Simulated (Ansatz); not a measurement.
C₄H₁₁B, SMILES `CBC(C)C`. Charge 0, multiplicity 1.

```xyz
16

C    -2.030   -0.611   -0.517
B    -0.973    0.517   -0.332
C     0.406    0.367    0.395
C     0.839   -1.049    0.753
C     1.525    1.133   -0.316
H    -2.538   -0.545   -1.484
H    -1.671   -1.630   -0.363
H    -2.822   -0.426    0.225
H    -1.261    1.624   -0.713
H     0.208    0.913    1.338
H     0.075   -1.576    1.331
H     1.760   -1.050    1.343
H     1.031   -1.640   -0.148
H     1.239    2.167   -0.519
H     2.441    1.143    0.282
H     1.771    0.664   -1.274
```

Question: What are the harmonic wavenumbers in cm⁻¹ at PBE0-D4/def2-TZVP (Ansatz, finite differences of forces, unscaled)? (Estimate.)

Answer: The calculation gave: 30, 54, 206, 219, 249, 323, 364, 454, 599, 692, 846, 880, 913, 946, 982, 1028, 1048, 1129, 1185, 1210, 1282, 1311, 1335, 1390, 1411, 1436, 1461, 1478, 1489, 1499, 1503, 2550, 2935, 3014, 3034, 3037, 3086, 3098, 3100, 3115, 3122, 3134.

Question: Is this a minimum?

Answer: Yes, all 42 modes are real.

Question: Give the ideal-gas thermochemistry at 298.15 K and 1 bar (rigid rotor, harmonic oscillator; point group C1, symmetry number 1).

Answer: Zero-point energy 371.9 kJ/mol; H(298) − E = 395.0 kJ/mol; entropy 360.6 J/(mol·K), of which translation 161.8, rotation 109.2, vibration 89.5; G(298) − E = 287.5 kJ/mol. Modes under 100 cm⁻¹ are hindered rotations or soft bends, so the harmonic entropy is rough.
